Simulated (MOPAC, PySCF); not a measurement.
Dimer: N2 (SMILES N#N) (first 2 atoms) with H4OSi (SMILES O[SiH3]); geometry from B3LYP-D3(BJ)/def2-TZVP.
(charge 0, multiplicity 1):
```tsv
atom	x (Å)	y (Å)	z (Å)
N	0.5057	0.4764	-1.1934
N	0.4927	0.5628	-0.1067
O	0.3990	0.7455	3.0825
Si	-0.3640	-0.5449	3.7706
H	0.4756	0.7698	2.1247
H	-1.7711	-0.6616	3.3103
H	-0.3345	-0.3112	5.2280
H	0.3227	-1.8230	3.4543
```

Counterpoise-corrected where a basis set is named; no monomer relaxation. Rows marked so take none.

Rows in 3-21G, 6-31G*, STO-3G carry no dispersion term and start afresh at each structure (6-31G* with six Cartesian d functions). The state reached by PM6 isn't checked.

Programs: MOPAC for PM6 (differences of heats of formation); PySCF for 3-21G rows, 6-31G* rows, STO-3G rows. Each number belongs to the level named beside it.

Problem. One of these levels gives -3.1 kJ/mol for the interaction energy. Which?
A) PM6
B) HF/6-31G*
C) HF/STO-3G (no counterpoise)
D) B3LYP/3-21G (no counterpoise)

Solution. C, HF/STO-3G (no counterpoise). The others give -4.9 (PM6), -1.3 (HF/6-31G*), -19.2 (B3LYP/3-21G (no counterpoise))
